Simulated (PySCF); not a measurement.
```json
{"wavenumber (cm⁻¹)": "0", "absorption (km/mol per cm⁻¹)": "0.004"}
{"wavenumber (cm⁻¹)": "8", "absorption (km/mol per cm⁻¹)": "0.004"}
{"wavenumber (cm⁻¹)": "17", "absorption (km/mol per cm⁻¹)": "0.004"}
{"wavenumber (cm⁻¹)": "25", "absorption (km/mol per cm⁻¹)": "0.004"}
{"wavenumber (cm⁻¹)": "34", "absorption (km/mol per cm⁻¹)": "0.004"}
{"wavenumber (cm⁻¹)": "42", "absorption (km/mol per cm⁻¹)": "0.005"}
{"wavenumber (cm⁻¹)": "51", "absorption (km/mol per cm⁻¹)": "0.005"}
{"wavenumber (cm⁻¹)": "59", "absorption (km/mol per cm⁻¹)": "0.005"}
{"wavenumber (cm⁻¹)": "68", "absorption (km/mol per cm⁻¹)": "0.006"}
{"wavenumber (cm⁻¹)": "76", "absorption (km/mol per cm⁻¹)": "0.007"}
{"wavenumber (cm⁻¹)": "85", "absorption (km/mol per cm⁻¹)": "0.008"}
{"wavenumber (cm⁻¹)": "93", "absorption (km/mol per cm⁻¹)": "0.010"}
{"wavenumber (cm⁻¹)": "102", "absorption (km/mol per cm⁻¹)": "0.009"}
{"wavenumber (cm⁻¹)": "110", "absorption (km/mol per cm⁻¹)": "0.010"}
{"wavenumber (cm⁻¹)": "119", "absorption (km/mol per cm⁻¹)": "0.012"}
{"wavenumber (cm⁻¹)": "127", "absorption (km/mol per cm⁻¹)": "0.016"}
{"wavenumber (cm⁻¹)": "136", "absorption (km/mol per cm⁻¹)": "0.026"}
{"wavenumber (cm⁻¹)": "144", "absorption (km/mol per cm⁻¹)": "0.066"}
{"wavenumber (cm⁻¹)": "153", "absorption (km/mol per cm⁻¹)": "0.091"}
{"wavenumber (cm⁻¹)": "161", "absorption (km/mol per cm⁻¹)": "0.038"}
{"wavenumber (cm⁻¹)": "170", "absorption (km/mol per cm⁻¹)": "0.024"}
{"wavenumber (cm⁻¹)": "178", "absorption (km/mol per cm⁻¹)": "0.020"}
{"wavenumber (cm⁻¹)": "187", "absorption (km/mol per cm⁻¹)": "0.019"}
{"wavenumber (cm⁻¹)": "195", "absorption (km/mol per cm⁻¹)": "0.020"}
{"wavenumber (cm⁻¹)": "204", "absorption (km/mol per cm⁻¹)": "0.022"}
{"wavenumber (cm⁻¹)": "212", "absorption (km/mol per cm⁻¹)": "0.024"}
{"wavenumber (cm⁻¹)": "221", "absorption (km/mol per cm⁻¹)": "0.027"}
{"wavenumber (cm⁻¹)": "229", "absorption (km/mol per cm⁻¹)": "0.031"}
{"wavenumber (cm⁻¹)": "238", "absorption (km/mol per cm⁻¹)": "0.035"}
{"wavenumber (cm⁻¹)": "246", "absorption (km/mol per cm⁻¹)": "0.042"}
{"wavenumber (cm⁻¹)": "255", "absorption (km/mol per cm⁻¹)": "0.050"}
{"wavenumber (cm⁻¹)": "263", "absorption (km/mol per cm⁻¹)": "0.061"}
{"wavenumber (cm⁻¹)": "272", "absorption (km/mol per cm⁻¹)": "0.075"}
{"wavenumber (cm⁻¹)": "280", "absorption (km/mol per cm⁻¹)": "0.097"}
{"wavenumber (cm⁻¹)": "289", "absorption (km/mol per cm⁻¹)": "0.128"}
{"wavenumber (cm⁻¹)": "297", "absorption (km/mol per cm⁻¹)": "0.178"}
{"wavenumber (cm⁻¹)": "306", "absorption (km/mol per cm⁻¹)": "0.263"}
{"wavenumber (cm⁻¹)": "314", "absorption (km/mol per cm⁻¹)": "0.426"}
{"wavenumber (cm⁻¹)": "323", "absorption (km/mol per cm⁻¹)": "0.800"}
{"wavenumber (cm⁻¹)": "331", "absorption (km/mol per cm⁻¹)": "1.924"}
{"wavenumber (cm⁻¹)": "340", "absorption (km/mol per cm⁻¹)": "6.523"}
{"wavenumber (cm⁻¹)": "348", "absorption (km/mol per cm⁻¹)": "6.583"}
{"wavenumber (cm⁻¹)": "357", "absorption (km/mol per cm⁻¹)": "1.942"}
{"wavenumber (cm⁻¹)": "365", "absorption (km/mol per cm⁻¹)": "0.805"}
{"wavenumber (cm⁻¹)": "374", "absorption (km/mol per cm⁻¹)": "0.428"}
{"wavenumber (cm⁻¹)": "382", "absorption (km/mol per cm⁻¹)": "0.264"}
{"wavenumber (cm⁻¹)": "391", "absorption (km/mol per cm⁻¹)": "0.179"}
{"wavenumber (cm⁻¹)": "399", "absorption (km/mol per cm⁻¹)": "0.130"}
{"wavenumber (cm⁻¹)": "408", "absorption (km/mol per cm⁻¹)": "0.104"}
{"wavenumber (cm⁻¹)": "416", "absorption (km/mol per cm⁻¹)": "0.082"}
{"wavenumber (cm⁻¹)": "424", "absorption (km/mol per cm⁻¹)": "0.062"}
{"wavenumber (cm⁻¹)": "433", "absorption (km/mol per cm⁻¹)": "0.050"}
{"wavenumber (cm⁻¹)": "441", "absorption (km/mol per cm⁻¹)": "0.042"}
{"wavenumber (cm⁻¹)": "450", "absorption (km/mol per cm⁻¹)": "0.035"}
{"wavenumber (cm⁻¹)": "458", "absorption (km/mol per cm⁻¹)": "0.030"}
{"wavenumber (cm⁻¹)": "467", "absorption (km/mol per cm⁻¹)": "0.026"}
{"wavenumber (cm⁻¹)": "475", "absorption (km/mol per cm⁻¹)": "0.023"}
{"wavenumber (cm⁻¹)": "484", "absorption (km/mol per cm⁻¹)": "0.020"}
{"wavenumber (cm⁻¹)": "492", "absorption (km/mol per cm⁻¹)": "0.018"}
{"wavenumber (cm⁻¹)": "501", "absorption (km/mol per cm⁻¹)": "0.016"}
```

This is the computed harmonic infrared spectrum of singlet [PtCl5]-, Lorentzian lines of 13 cm⁻¹ full width. Method: PBE0/[Pt def2-TZVPD with ECP60, Cl def2-TZVPD], scalar-relativistic core potentials, density fitting, no spin–orbit coupling, PySCF.

Q: Which bands make it up, and how are they assigned?

A: In C4v symmetry, counting bands above 1 % of the strongest: 150 cm⁻¹ (a1, bend, 2.0 km/mol); 344 cm⁻¹ (e, stretch, 191 km/mol).

Only a few start shapes were tried, so a lower isomer may exist. No spin–orbit coupling is included, which matters more the heavier the element.
